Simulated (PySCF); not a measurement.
C4H12OSi, SMILES O([SiH3])CC(C)C, GFN2-xTB optimised geometry.

```
18

C      1.91    -2.03     0.19
C      1.38    -0.62     0.00
C      1.90     0.00    -1.29
C     -0.15    -0.62     0.00
O     -0.63     0.70     0.00
Si    -2.14     1.25    -0.14
H      1.56    -2.46     1.13
H      2.99    -2.03     0.19
H      1.57    -2.67    -0.63
H      1.70     0.00     0.84
H      1.62    -0.61    -2.15
H      1.48     0.99    -1.43
H      2.99     0.08    -1.27
H     -0.53    -1.14     0.89
H     -0.53    -1.15    -0.88
H     -1.87     2.67    -0.10
H     -2.76     0.80    -1.40
H     -2.99     0.78     0.96
```

Density from PBE0/def2-SVP run with PySCF at that geometry.

Minimum of the electron density along straight lines between bonded atoms, close to the bond critical point (lines longer than 1.1 times the sum of covalent radii, or with two minima, are not listed):

```tsv
bond	length / Å	ρ at the minimum / e bohr⁻³	∇²ρ there / e bohr⁻⁵	position (fraction from the first atom)
C1–C2	1.526	0.244	-0.55	0.50
C2–C3	1.526	0.244	-0.55	0.50
C2–C4	1.531	0.249	-0.58	0.49
C4–O5	1.397	0.256	-0.26	0.34
O5–Si6	1.616	0.131	1.12	0.59
C1–H7	1.088	0.276	-1.00	0.62
C1–H8	1.087	0.276	-1.01	0.62
C1–H9	1.088	0.276	-1.00	0.62
C2–H10	1.095	0.276	-1.00	0.62
C3–H11	1.088	0.275	-0.99	0.62
C3–H12	1.087	0.278	-1.03	0.63
C3–H13	1.087	0.276	-1.00	0.62
C4–H14	1.098	0.280	-1.04	0.63
C4–H15	1.098	0.279	-1.04	0.63
Si6–H16	1.453	0.121	0.33	0.49
Si6–H17	1.467	0.118	0.32	0.49
Si6–H18	1.467	0.118	0.32	0.49
```
